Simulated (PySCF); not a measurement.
A structure optimised at B3LYP-D3(BJ)/def2-SVP, used in a PySCF frequency run:

```xyz
7

W      0.0992     0.1849    -0.0717
O      0.6206     1.5080     0.8772
S      1.3519    -1.5283     0.2526
O      0.0691     0.7021    -1.8855
H      0.3202     0.1835    -2.6624
S     -2.0206    -0.4917     0.6943
H     -2.4760     0.7736     0.8844
```

### Question
Write its SMILES and formula.

### Answer
[O]=[W]([OH])(=[S])[SH], H2O2S2W

### Question
What are its rotational constants (standard atomic weights)?

### Answer
2.3046, 1.7642, 1.4030 GHz
